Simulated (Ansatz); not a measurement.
C4H13ClMoO5 (`C[O][Mo]([OH])([Cl])([O]C)([O]C)[O]C`). Charge 0, multiplicity 1. Mo takes the def2 core potential. The structure was optimised at the PBE0-D4/def2-TZVP level. It is one conformer, not always the lowest.

```xyz
24

C     2.923    0.734   -0.162
O     1.692    0.576   -0.806
Mo    0.022    0.158   -0.143
O     0.752   -1.378    0.745
Cl   -2.021   -0.568    1.013
O     0.360    1.128    1.409
C     0.354    0.860    2.771
O    -1.046    1.424   -0.940
C    -2.294    1.477   -1.553
O    -0.505   -1.018   -1.497
C    -0.771   -2.378   -1.565
H     3.655    1.105   -0.883
H     3.253   -0.230    0.236
H     2.820    1.446    0.664
H     0.138   -1.946    1.218
H    -0.676    0.715    3.113
H     0.927   -0.055    2.969
H     0.806    1.698    3.307
H    -2.379    0.658   -2.276
H    -2.396    2.438   -2.062
H    -3.077    1.370   -0.797
H     0.023   -2.945   -1.066
H    -0.829   -2.678   -2.615
H    -1.729   -2.590   -1.076
```

Q: What is the dipole moment at r2SCAN/def2-TZVPP? (An estimate is asked.)

A: Ansatz gave: 1.76 D, with components (1.66, 0.22, -0.54) D in this frame, pointing from negative to positive charge.

Q: And with PBE, B3LYP, ωB97M-V? (An estimate is asked.)

A: Ansatz gave: PBE 1.69 D, B3LYP 1.67 D, ωB97M-V 1.74 D.

Q: Give the Mulliken charges with r2SCAN, ωB97M-V, PBE in def2-TZVPP. (Estimate.)

A: Computed: 
| atom | r2SCAN | ωB97M-V | PBE |
| --- | --- | --- | --- |
| C1 | 0.03 | -0.15 | -0.11 |
| O2 | -0.43 | -0.41 | -0.35 |
| Mo3 | 1.23 | 1.09 | 0.91 |
| O4 | -0.43 | -0.39 | -0.36 |
| Cl5 | -0.41 | -0.35 | -0.37 |
| O6 | -0.37 | -0.35 | -0.29 |
| C7 | 0.02 | -0.16 | -0.10 |
| O8 | -0.39 | -0.37 | -0.31 |
| C9 | 0.03 | -0.15 | -0.09 |
| O10 | -0.37 | -0.35 | -0.29 |
| C11 | 0.01 | -0.17 | -0.11 |
| H12 | 0.07 | 0.13 | 0.11 |
| H13 | 0.08 | 0.14 | 0.12 |
| H14 | 0.07 | 0.12 | 0.10 |
| H15 | 0.21 | 0.20 | 0.19 |
| H16 | 0.09 | 0.14 | 0.11 |
| H17 | 0.07 | 0.13 | 0.10 |
| H18 | 0.07 | 0.13 | 0.10 |
| H19 | 0.07 | 0.12 | 0.10 |
| H20 | 0.07 | 0.13 | 0.11 |
| H21 | 0.08 | 0.13 | 0.11 |
| H22 | 0.07 | 0.12 | 0.09 |
| H23 | 0.07 | 0.13 | 0.11 |
| H24 | 0.08 | 0.14 | 0.11 |

B3LYP here is the variant with VWN-RPA as its local correlation; programs differ in this.
